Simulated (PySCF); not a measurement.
Radial density of Hf (hafnium, neutral)

UHF, [Xe] 4f14 5d3 6s1, 6s spin antiparallel (an excited configuration). Calculation: PySCF 2.14, in aug-cc-pwCVDZ-PP with ECP60MDF; scalar relativity through the core potential. This is the valence pseudo-density: the core potential removes the inner electrons and smooths the orbitals near the nucleus.

```json
{"r (bohr)": "0.141", "4πr²ρ (e/bohr)": "2.622e-05", "4πr²(ρα − ρβ)": "0.0000"}
{"r (bohr)": "0.237", "4πr²ρ (e/bohr)": "0.0001147", "4πr²(ρα − ρβ)": "0.0000"}
{"r (bohr)": "0.398", "4πr²ρ (e/bohr)": "0.02104", "4πr²(ρα − ρβ)": "0.0001"}
{"r (bohr)": "0.670", "4πr²ρ (e/bohr)": "2.170", "4πr²(ρα − ρβ)": "-0.0045"}
{"r (bohr)": "1.13", "4πr²ρ (e/bohr)": "9.083", "4πr²(ρα − ρβ)": "0.6636"}
{"r (bohr)": "1.90", "4πr²ρ (e/bohr)": "3.706", "4πr²(ρα − ρβ)": "1.2891"}
{"r (bohr)": "3.19", "4πr²ρ (e/bohr)": "0.9487", "4πr²(ρα − ρβ)": "0.3140"}
{"r (bohr)": "5.36", "4πr²ρ (e/bohr)": "0.2202", "4πr²(ρα − ρβ)": "-0.0584"}
{"r (bohr)": "9.02", "4πr²ρ (e/bohr)": "0.01117", "4πr²(ρα − ρβ)": "-0.0066"}
{"r (bohr)": "15.2", "4πr²ρ (e/bohr)": "2.630e-05", "4πr²(ρα − ρβ)": "0.0000"}
```

Energies and moments cover only the electrons outside the core potential. Spin-orbit coupling, absent here, splits the open shell strongly. With the s spin flipped the determinant is a mixture of two multiplicities, not a spectroscopic state.
